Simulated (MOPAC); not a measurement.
Job for MOPAC: PM7 on AlH3Se (SMILES [AlH2][SeH]), a point of a bond scan (R = 3.147 Å).

```
PM7 1SCF PRECISE CHARGE=0 THREADS=1
AlH3Se

Al     0.36409461 1     0.02746235 1    -1.55730963 1
H     -1.76114351 1    -1.16699341 1    -3.54682905 1
H      1.74544102 1     0.64238966 1    -1.99374994 1
Se    -0.20119715 1    -0.03048168 1     0.69657830 1
H      1.06055664 1     0.60674232 1     1.10718226 1
```

Program output:

```
*******************************************************************************
 **                                                                           **
 **                              MOPAC v23.2.5                                **
 **                                                                           **
 *******************************************************************************
 ** MOPAC's Digital Object Identifier: https://doi.org/10.5281/zenodo.6511958 **
 **                                                                           **
 ** Please cite the open-source release paper for use of this MOPAC version:  **
 ** J. E. Moussa and J. J. P. Stewart (2026)                                  **
 ** MOPAC: An open-source semiempirical molecular orbital program             **
 ** J. Open Source Softw., 11(119), 8025, https://doi.org/10.21105/joss.08025 **
 *******************************************************************************

                              PM7 CALCULATION RESULTS

 *******************************************************************************
 *  PM7        - The PM7 Hamiltonian to be used
 *
 *
 *
 *                 CHARGE ON SYSTEM = 0
 *
 *
 *
 *  PRECISE    - TIGHTER CRITERIA TO BE USED
 *  1SCF       - DO 1 SCF AND THEN STOP
 *  THREADS=1  - MULTI-THREADING NOT USED
 *  T=         - A TIME OF 172800.0 SECONDS REQUESTED
 *  DUMP=N     - RESTART FILE WRITTEN EVERY 7200.0 SECONDS REQUESTED
 *******************************************************************************
PM7 1SCF PRECISE CHARGE=0 THREADS=1
 AlH3Se

   ATOM   CHEMICAL          X               Y               Z
  NUMBER   SYMBOL      (ANGSTROMS)     (ANGSTROMS)     (ANGSTROMS)

     1      Al          0.36409461  *   0.02746235  *  -1.55730963  *
     2       H         -1.76114351  *  -1.16699341  *  -3.54682905  *
     3       H          1.74544102  *   0.64238966  *  -1.99374994  *
     4      Se         -0.20119715  *  -0.03048168  *   0.69657830  *
     5       H          1.06055664  *   0.60674232  *   1.10718226  *



          CARTESIAN COORDINATES

    NO.       ATOM           X           Y           Z

     1        Al          0.3641      0.0275     -1.5573
     2         H         -1.7611     -1.1670     -3.5468
     3         H          1.7454      0.6424     -1.9937
     4        Se         -0.2012     -0.0305      0.6966
     5         H          1.0606      0.6067      1.1072

 General Reference for PM7:
 "Optimization of Parameters for Semiempirical Methods VI: More Modifications to the
 NDDO Approximations and Re-optimization of Parameters", J. J. P. Stewart, J. Mol. Mod., 1:32, 19 (2013)
 https://link.springer.com/article/10.1007/s00894-012-1667-x

           Empirical Formula: H3 Al Se  =     5 atoms



      MOLECULAR POINT GROUP   :   Cs


      RHF CALCULATION, NO. OF DOUBLY OCCUPIED LEVELS = 6


 -------------------------------------------------------------------------------
 PM7 1SCF PRECISE CHARGE=0 THREADS=1
 AlH3Se



     1SCF WAS SPECIFIED, SO BFGS WAS NOT USED
     SCF FIELD WAS ACHIEVED


                              PM7 CALCULATION
                                                       MOPAC v23.2.5 Linux




          FINAL HEAT OF FORMATION =         78.76531 KCAL/MOL =     329.55405 KJ/MOL


          COSMO AREA              =        115.71 SQUARE ANGSTROMS
          COSMO VOLUME            =         99.80 CUBIC ANGSTROMS

          IONIZATION POTENTIAL    =          8.041186 EV
          HOMO LUMO ENERGIES (EV) =         -8.041 -4.737
          NO. OF FILLED LEVELS    =          6
          MOLECULAR WEIGHT        =        108.9652         POINT GROUP:  Cs

          MOLECULAR DIMENSIONS (Angstroms)

            Atom       Atom       Distance
            H     5    H     2     5.72433
            H     3   Se     4     3.23128
            H     3    H     2     0.00000


          SCF CALCULATIONS        =          1





   ATOM   CHEMICAL          X               Y               Z
  NUMBER   SYMBOL      (ANGSTROMS)     (ANGSTROMS)     (ANGSTROMS)

     1      Al          0.36409461  *   0.02746235  *  -1.55730963  *
     2       H         -1.76114351  *  -1.16699341  *  -3.54682905  *
     3       H          1.74544102  *   0.64238966  *  -1.99374994  *
     4      Se         -0.20119715  *  -0.03048168  *   0.69657830  *
     5       H          1.06055664  *   0.60674232  *   1.10718226  *

                             CARTESIAN COORDINATES

   1   Al        0.364094610     0.027462350    -1.557309630
   2    H       -1.761143510    -1.166993410    -3.546829050
   3    H        1.745441020     0.642389660    -1.993749940
   4   Se       -0.201197150    -0.030481680     0.696578300
   5    H        1.060556640     0.606742320     1.107182260


           Empirical Formula: H3 Al Se  =     5 atoms



      MOLECULAR POINT GROUP   :   Cs


                  EIGENVALUES
 -23.29344 -15.02896 -12.82314 -11.72344 -11.27208  -8.04119  -4.73683  -2.64095
   1.06701   2.13444   3.49993  27.28516  27.44239  27.91652  28.39327  29.04367


              NET ATOMIC CHARGES AND DIPOLE CONTRIBUTIONS

  ATOM NO.   TYPE          CHARGE      No. of ELECS.   s-Pop       p-Pop       d-Pop
    1         Al          -2.509025        5.5090     0.01585     5.39407     0.09910
    2          H           0.899066        0.1009     0.10093
    3          H           0.699519        0.3005     0.30048
    4         Se           0.686191        5.3138     1.92547     3.38834
    5          H           0.224249        0.7758     0.77575
 DIPOLE           X         Y         Z       TOTAL
 POINT-CHG.    -5.649    -2.659     0.241     6.249
 HYBRID        -0.900    -0.692    -1.128     1.601
 SUM           -6.549    -3.352    -0.888     7.410


          ATOMIC ORBITAL ELECTRON POPULATIONS

     Atom    s        px        py        pz      x^2-y^2     xz        z^2       yz        xy
    1 Al   0.01585   1.72201   1.93514   1.73691   0.00803   0.02899   0.02616   0.02532   0.01061
    2  H   0.10093
    3  H   0.30048
    4 Se   1.92547   1.30444   1.78034   0.30355
    5  H   0.77575

 **********************
 *                    *
 * JOB ENDED NORMALLY *
 *                    *
 **********************




 == MOPAC DONE ==
```

The run finished.

Cost: around 0.05 core-seconds (rough).
